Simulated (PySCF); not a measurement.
AgI, charge -1, multiplicity 2. Atoms are numbered in the order given.

```xyz
2

Ag     0.0000     0.0000    -1.5093
I      0.0000     0.0000     1.3384
```
Charge -1, spin multiplicity 2.

Geometry optimised at B3LYP-D3(BJ)/def2-TZVPD. The multiplicity is an assumed one; other spin states were not compared. The def2 effective core potentials stand for the cores of Ag, I; spin–orbit coupling is left out.

Method: PySCF with PBE/def2-TZVPD.

The molecule is in vacuum. A positive occupied level means that this level leaves the electron formally unbound; only the finite basis holds it.

```json
{
 "total_energy": "-444.80477 hartree",
 "point_group": "C∞v",
 "α spin, highest occupied and lowest empty level": "0.58 and 2.98 eV",
 "β spin, highest occupied and lowest empty level": "-1.11 and 1.31 eV",
 "dipole_moment_about_the_centre_of_nuclear_charge": "0.008 e·Å",
 "mean_static_polarisability": "134.4 bohr³ (19.92 Å³)",
 "polarisability_principal_values": "108.8, 108.8, 185.6 bohr³",
 "⟨S²⟩": "0.752 (pure state 0.75)"
}
```
